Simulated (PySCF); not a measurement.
**Dipole moment and polarisability of `CC=C=CC(C)(F)F`**

Compound: C6H8F2.
Geometry (PBE0-D3(BJ)/def2-SVP, Å), atoms numbered from 1 in this order:
```xyz
16
C6H8F2 angstrom
C      2.709   -0.313   -0.164
C      1.489   -0.933    0.447
C      0.287   -0.909   -0.073
C     -0.912   -0.881   -0.596
C     -1.933    0.193   -0.337
C     -1.507    1.328    0.554
F     -3.042   -0.400    0.192
F     -2.327    0.693   -1.545
H      3.148    0.434    0.517
H      2.476    0.179   -1.118
H      3.482   -1.076   -0.346
H      1.612   -1.451    1.408
H     -1.252   -1.673   -1.273
H     -2.347    2.029    0.647
H     -1.237    0.949    1.548
H     -0.644    1.848    0.121
```

Level: wB97X-D/def2-SVPD (PySCF), static field, nuclei fixed, core orbitals frozen in the response. The polarisability tensor in these axes (au):

```
x   105.82  -4.04  10.50
y    -4.04  63.83   0.15
z    10.50   0.15  64.45
```

Question: Diagonalise the tensor; give its mean and Δα, where Δα² is half the sum of the squared differences of the eigenvalues.

Answer: Principal values 61.38, 64.05 and 108.67 au; mean 78.03 au = 11.56 Å³ = 12.87 × 10⁻⁴⁰ C²·m²/J; Δα = 46.02 au (59 % of the mean).

Question: What is the dipole moment, and where does it point?

Answer: (3.08, 0.25, 1.16) D, 3.30 D in size, pointing from the negative to the positive side. Measured along this direction, the outermost atoms are F7 at the negative end and H9 and H11 at the positive end.

Question: What molar refraction does this α imply?

Answer: Lorentz–Lorenz: R = (4π/3)N_A α = 2.5225 cm³/(mol·Å³) × 11.56 Å³ = 29.2 cm³/mol, in the limit of long wavelengths.

Question: Give the eigenvalues of the traceless quadrupole moment Θ = ½Σq(3rr − r²1), origin at the centre of nuclear charge.

Answer: -3.39, -0.41, 3.80 D·Å. The values depend on the origin, since the dipole doesn't vanish. The electronic extent ⟨r²⟩ about the same centre is 1254 bohr², a root-mean-square distance of 2.38 Å for the 62 electrons.

Question: What depolarisation ratio follows for Rayleigh scattering of linearly polarised light, taking the static tensor?

Answer: ρ = 3Δα²/(45ᾱ² + 4Δα²) = 6352.3/(274000 + 8469.7) = 0.0225.

Question: Give the principal axes and the span of the nuclei along them.

Answer: Largest value along (0.97, -0.09, 0.23), where the nuclei span 6.26 Å; middle along (-0.03, 0.89, 0.46), 4.20 Å; least along (-0.24, -0.46, 0.86), 3.12 Å. The response follows the extents in order.

Isolated species at its PBE0-D3(BJ)/def2-SVP geometry (one conformer only).
